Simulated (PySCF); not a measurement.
Calculation: B3LYP-D3(BJ)/def2-TZVP in PySCF. Isolated molecules, 0 K electronic values unless said otherwise. One relaxed conformer stands for a flexible species; it need not be the lowest. B3LYP has the VWN-RPA correlation part, as in Gaussian. Delta-SCF ions had no search for a lower state. 

Reference species (SMILES): `[SH][Ga]([SH])[SH]` (neutral, multiplicity 1).

```json
{
  "vertical ionisation energy (Delta-SCF)": "9.43 eV",
  "HOMO": "-7.39 eV",
  "HOMO–LUMO gap": "6.03 eV"
}
```

Changed species: `[CH3][Ga]([CH3])[SH]` (C–Ga–S–H torsion 179°) (1 of 3 CH3 replaced by SH; the reference has 3 of 3 CH3 replaced by SH).

Problem. Give the shifts of the vertical ionisation energy (Delta-SCF), HOMO and HOMO–LUMO gap.

Solution. the vertical ionisation energy (Delta-SCF) stays essentially unchanged; the HOMO rises by 0.36 eV, to -7.03 eV; the HOMO–LUMO gap increases by 0.08 eV, to 6.11 eV.
